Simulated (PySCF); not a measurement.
## `CC(=S)[C@@H](Cl)[C@H](F)Cl`, C$_{4}$H$_{5}$Cl$_{2}$FS

Molfile (atoms numbered from 1):
```
C4H5Cl2FS
     RDKit          3D

 13 12  0  0  0  0  0  0  0  0999 V2000
   -1.5694   -0.2089   -0.5212 C   0  0  0  0  0  0  0  0  0  0  0  0
   -0.6349    0.8617   -0.0934 C   0  0  0  0  0  0  0  0  0  0  0  0
   -0.8883    2.4298   -0.4104 S   0  0  0  0  0  0  0  0  0  0  0  0
    0.5826    0.4583    0.6862 C   0  0  1  0  0  0  0  0  0  0  0  0
    0.0458   -0.1558    2.2942 Cl  0  0  0  0  0  0  0  0  0  0  0  0
    1.4041   -0.6450    0.0283 C   0  0  2  0  0  0  0  0  0  0  0  0
    2.5915   -0.7839    0.6600 F   0  0  0  0  0  0  0  0  0  0  0  0
    1.7324   -0.2086   -1.6766 Cl  0  0  0  0  0  0  0  0  0  0  0  0
   -1.1097   -0.8088   -1.3079 H   0  0  0  0  0  0  0  0  0  0  0  0
   -2.4849    0.2279   -0.9101 H   0  0  0  0  0  0  0  0  0  0  0  0
   -1.8006   -0.8705    0.3127 H   0  0  0  0  0  0  0  0  0  0  0  0
    1.2226    1.3242    0.8767 H   0  0  0  0  0  0  0  0  0  0  0  0
    0.9045   -1.6199    0.0437 H   0  0  0  0  0  0  0  0  0  0  0  0
  1  2  1  0
  2  3  2  0
  2  4  1  0
  4  5  1  0
  4  6  1  0
  6  7  1  0
  6  8  1  0
  1  9  1  0
  1 10  1  0
  1 11  1  0
  4 12  1  1
  6 13  1  6
M  END
```

Method: GIAO BHandHLYP/6-311G** magnetisability, rotational g tensor and spin-rotation constants, non-relativistic, gas phase (PySCF). Geometry: GFN2-xTB.

Give the nuclear spin-rotation constants along the inertial axes (H = +C I·J) beside the isotropic shieldings.

Rotational constants 1.2637, 1.0259, 0.6877 GHz. A star marks the isotopologue with that one atom substituted, in its own axes.
| atom | isotope | Caa (kHz) | Cbb (kHz) | Ccc (kHz) | mean (kHz) | σ (ppm) |
| --- | --- | --- | --- | --- | --- | --- |
| Cl5 | 35Cl | 0.377 | 0.076 | 0.216 | 0.223 | 759.4 |
| F7 | 19F | 1.167 | 0.400 | 0.628 | 0.731 | 342.3 |
| Cl8 | 35Cl | 0.389 | 0.081 | 0.248 | 0.239 | 725.5 |
| H9 | 1H | -0.059 | -0.074 | -0.053 | -0.062 | 29.7 |
| H10 | 1H | 0.004 | -0.100 | -0.059 | -0.051 | 29.1 |
| H11 | 1H | -0.148 | 0.004 | -0.047 | -0.064 | 29.1 |
| H12 | 1H | -0.128 | -0.126 | 0.048 | -0.069 | 27.2 |
| H13 | 1H | -0.107 | -0.103 | 0.032 | -0.059 | 26.1 |
| C1 | 13C* | 0.226 | 0.185 | 0.086 | 0.166 | 155.4 |
| C2 | 13C* | 0.694 | 0.308 | 0.481 | 0.494 | -77.6 |
| S3 | 33S* | 1.154 | 0.489 | 0.626 | 0.756 | -599.4 |
| C4 | 13C* | 0.280 | 0.246 | 0.144 | 0.224 | 113.8 |
| C6 | 13C* | 0.330 | 0.272 | 0.186 | 0.263 | 85.0 |

For the geometry as given, no vibrational averaging.
